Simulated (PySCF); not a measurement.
Magnetic shielding above rings: a mixed set.

Probes without a nucleus sit at each ring's centroid and 1 Å off its mean plane on both sides; NICS is minus the shielding there, NICSzz its component along the normal. Level: GIAO PBE0/pcSseg-1 (PySCF, non-relativistic, gas phase) on the GFN2-xTB geometries, one conformer each. Atom numbers follow the mapped SMILES.

Task: Order these rings by mean NICS(1)zz, lowest (most negative) first (ppm).
A. ring C4–C5–C6–P8–C9–P10 in `[CH3:1][C:2](=[O:3])[c:4]1[cH:5][c:6]([F:7])[p:8][cH:9][p:10]1`
B. ring C5–C6–C7–C8–C9–C11 in `[O:1]=[P:2]([OH:3])([OH:4])[c:5]1[cH:6][cH:7][cH:8][c:9]([F:10])[cH:11]1`
C. ring C3–C4–C5–C6–P8 in `[CH3:1][O:2][C@@H:3]1[CH2:4][CH2:5][C@H:6]([CH3:7])[P@@H+:8]1[CH3:9]` (charge +1)
D. ring C4–C5–C6–Si7–O8 in `[CH3:1][CH2:2][O:3][C@@H:4]1[CH2:5][CH2:6][SiH2:7][O:8]1`
E. ring C4–C5–C6–C7 in `[O:1]=[CH:2][NH:3][C@@H:4]1[CH:5]=[CH:6][C@@H:7]1[CH:8]=[O:9]`
F. ring C3–C4–C7–P8 in `[CH2:1]=[CH:2][C@@H:3]1[C@H:4]([O:5][CH3:6])[CH2:7][P@H:8]1=[S:9]`
G. ring C2–P3–C4–C5–N6 in `[CH3:1][c:2]1[p:3][cH:4][cH:5][n:6]1[C:7]([CH3:8])([CH3:9])[CH3:10]`

Result: B (-27.9), G (-26.0), A (-23.1), D (-5.1), C (-2.9), E (0.0), F (2.5).

```csv
SMILES,ring,NICS(0),NICS(1),NICS(1)zz,HOMA,rms pucker (Å),ring atoms with four or more neighbours
O=P(O)(O)c1cccc(F)c1,6-membered carbocycle; formal bonds all aromatic,-10.4,-11.6,-27.9,1.00,0.00,0
Cc1pccn1C(C)(C)C,5-membered ring with N and P; formal bonds all aromatic,-12.0,-10.8,-26.0,0.83,0.00,0
CC(=O)c1cc(F)pcp1,6-membered ring with 2 P; formal bonds all aromatic,-7.5,-10.0,-23.1,0.84,0.00,0
CCO[C@@H]1CC[SiH2]O1,5-membered ring with O and Si; formal bonds all single,-6.3,-3.6,-5.1,–,0.16,4
CO[C@@H]1CC[C@H](C)[P@@H+]1C,5-membered ring with P; formal bonds all single,-5.9,-4.5,-2.9,–,0.20,5
O=CN[C@@H]1C=C[C@@H]1C=O,"4-membered carbocycle; formal bonds 1 double, 3 single",-0.4,-2.4,0.0,–,0.02,2
C=C[C@@H]1[C@H](OC)C[P@H]1=S,4-membered ring with P; formal bonds all single,-2.4,-2.1,2.5,–,0.15,4
```

NICS(0) gives another order. The isotropic NICS(1) gives another order. HOMA uses Krygowski's 1993 parameters; it is left out where a ring has a four-coordinate atom, a triple bond, no multiple bond or a kind of bond without parameters. NICS(1) and NICS(1)zz are means over the two faces.
